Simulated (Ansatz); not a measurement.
Cost and result for the atomization energy of `C[O][Ge]([Cl])([Cl])[Cl]` (9 atoms, 8 bonds).

Cartesian coordinates in Å:
```
C -0.477 -1.012 0.929
O -0.021 -0.807 -0.400
Ge 0.435 0.790 -0.925
Cl -1.205 2.132 -0.752
Cl 1.037 0.615 -2.938
Cl 2.029 1.541 0.266
H -0.696 -2.076 1.027
H -1.390 -0.444 1.132
H 0.288 -0.740 1.662
```

Charge 0, multiplicity 1. Correlated methods include outer-core shells of Ge, which these sets cover unevenly. Scalar relativity is left out up to krypton. The geometry is a stationary point of PBE0-D4/def2-TZVP. It is one conformer, not always the lowest. Program: Ansatz. All runs use 4 threads of an Arm Neoverse V2 on a shared host. Times are those of one run each, without the atoms' runs, and a repeat can differ threefold. Electronic energies, without spin–orbit coupling; frozen cores. CCSD(T)/CBS adds CCSD(T) − MP2 in def2-TZVPP to the MP2 limit, and its time is that of the two runs behind it. T1 = 0.010. With those shells the extrapolation isn't a true limit. B3LYP takes the VWN-RPA correlation (the form of Gaussian; ORCA's B3LYP/G). HSE06 is the plane-wave form, built on full-range PBE exchange.

CCSD(T)/CBS is a level of theory with its own doubt, some kJ/mol a heavy atom from the limit and from the frozen cores, so smaller differences don't rank the functionals.

```
                            level  functions  wall time
           LDA (SPW92)/def2-TZVPP        278        2 s
               PBE0-D4/def2-TZVPP        278        7 s
              HSE06-D4/def2-TZVPP        278      7.5 s
          CAM-B3LYP-D4/def2-TZVPP        278      7.5 s
B3LYP-D4/def2-TZVPP (with forces)        278       10 s
                B2PLYP/def2-TZVPP        278       10 s
            r2SCANh-D4/def2-TZVPP        278       11 s
               ωB97X-V/def2-TZVPP        278       14 s
                 CCSD(T)/def2-SVP        129       15 s
 ωB97M-V/def2-TZVPP (with forces)        278       21 s
                   MP2/def2-QZVPP        503       37 s
               CCSD(T)/def2-TZVPP        278    9.2 min
                CCSD(T)/CBS(def2)          –    9.8 min
```

What atomization energy does each give, and how far from CCSD(T)/CBS? (Estimate.)

The calculation gave: 
```csv
level,atomization (kJ/mol),difference from CCSD(T)/CBS,per bond
LDA (SPW92)/def2-TZVPP,3577.0,494.0,61.7
PBE0-D4/def2-TZVPP,3079.9,-3.1,-0.4
HSE06-D4/def2-TZVPP,3082.5,-0.5,-0.1
CAM-B3LYP-D4/def2-TZVPP,3051.2,-31.8,-4.0
B3LYP-D4/def2-TZVPP (with forces),3033.7,-49.3,-6.2
B2PLYP/def2-TZVPP,3018.7,-64.3,-8.0
r2SCANh-D4/def2-TZVPP,3074.3,-8.7,-1.1
ωB97X-V/def2-TZVPP,3093.4,10.4,1.3
CCSD(T)/def2-SVP,2861.3,-221.7,-27.7
ωB97M-V/def2-TZVPP (with forces),3080.9,-2.1,-0.3
MP2/def2-QZVPP,3150.8,67.8,8.5
CCSD(T)/def2-TZVPP,3000.7,-82.3,-10.3
CCSD(T)/CBS(def2),3083.0,0.0,0.0
```

In def2-TZVPP, CCSD(T) changes the Hartree–Fock value by +820.4 kJ/mol (the triples alone add +65.1 kJ/mol) and MP2 by +922.6 kJ/mol; breaking electron pairs costs correlation energy, which Hartree–Fock lacks. From PBE to PBE0 (25 % exact exchange), in def2-TZVPP and without D4, the atomization energy moves by −58.8 kJ/mol: exact exchange takes away binding that semilocal exchange gives to molecules. At CCSD(T), def2-SVP lies −221.7 kJ/mol from the extrapolated value and def2-TZVPP −82.3 kJ/mol: correlation converges slowly with the basis, and small sets miss more of it in the bonded molecule than in its fragments.

For some Ge, Se and Sn compounds the MP2-based and the directly extrapolated limit differ by 10 to 25 kJ/mol.
